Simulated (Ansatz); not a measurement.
Reaction (formal exchange of groups at a C–O bond): `NCOCO` + SiH₄ → `NCOC[SiH3]` + H₂O

Isolated molecules relaxed with PBE0-D4/def2-TZVP in Ansatz; ΔE leaves out vibrations. CCSD(T)/CBS adds triple-zeta CCSD(T) − MP2 to the extrapolated MP2 energy (def2 sets, frozen cores). This one scheme is used for every species. Functionals use def2-TZVPP. B3LYP here is the variant with VWN-RPA as its local correlation; programs differ in this. Each species was taken in one conformer, which may not be the lowest.

| level | ΔE (kcal/mol) | difference from CCSD(T)/CBS |
| --- | --- | --- |
| r2SCAN-D4 | -9.1 | 2.1 |
| PBE0-D4 | -9.7 | 1.5 |
| ωB97X-V | -8.5 | 2.7 |
| ωB97M-V | -9.6 | 1.6 |
| PBE | -8.9 | 2.3 |
| r2SCAN | -8.9 | 2.3 |
| PBE0 | -9.0 | 2.2 |
| B3LYP | -8.0 | 3.2 |
| HF/def2-TZVPP | -5.3 | 5.9 |
| CCSD/def2-TZVPP | -9.1 | 2.1 |
| CCSD(T)/def2-TZVPP | -9.4 | 1.8 |
| MP2/def2-QZVPP | -12.2 | -1.0 |
| SCS-MP2/def2-QZVPP | -10.6 | 0.6 |
| HF/CBS(def2) | -5.5 | 5.7 |
| MP2/CBS(def2) | -12.9 | -1.7 |
| CCSD/CBS(def2) | -10.9 | 0.3 |
| CCSD(T)/CBS | -11.2 | 0 |

Largest T1 diagnostic among the species: 0.011.

In def2-TZVPP, CCSD(T) changes the Hartree–Fock value by −4.2 kcal/mol (the triples alone add −0.3 kcal/mol) and MP2 by −5.8 kcal/mol. The D4 term adds −1.4 kcal/mol with B3LYP and −0.8 kcal/mol with PBE0; it sums over pairs of atoms, weighted by their polarisabilities, and B3LYP, whose exchange is more repulsive, gets the larger term.
